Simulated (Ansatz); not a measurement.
InNH6⁻, that is In(NH3)H3 with one electron more. The state is a doublet with charge -1. Geometry PBE-D4/def2-TZVP, that of the neutral singlet; atoms count from 1.

```xyz
8

In    1.121    0.617   -0.095
N    -0.998   -0.550    0.084
H    -0.853   -1.551    0.225
H    -1.556   -0.429   -0.763
H    -1.542   -0.196    0.873
H     0.430    2.200   -0.354
H     1.707   -0.286   -1.470
H     1.691    0.195    1.500
```

In the def2 sets In takes a core potential; there is no spin–orbit coupling. The highest occupied level of the charge -1 doublet lies above zero (up to 1.45 eV). By energy differences it is unbound by 0.27 eV (vertical, to the charge 0 singlet, at PBE0-D4/def2-TZVPD) and held by the finite basis.

(1) Estimate the Mulliken populations from the PBE0/def2-TZVPD orbitals of Ansatz.

(2) Where does the spin sit?

Answers

(1) 
```
atom  charge (e)  spin (α − β)
 In1       -1.21          1.72
  N2        0.01         -0.68
  H3        0.24          0.03
  H4        0.24          0.03
  H5        0.24          0.03
  H6       -0.18         -0.04
  H7       -0.18         -0.04
  H8       -0.18         -0.04
```
Mulliken values and Mayer orders depend strongly on the basis. With diffuse functions, as here, like atoms can get unlike values, and bond orders can come out too low or too high.

(2) Summed by element: In 1.72, N -0.68, H -0.04, of 1 unpaired in all. Largest on single atoms: In1 1.72, N2 -0.68, H8 -0.04.
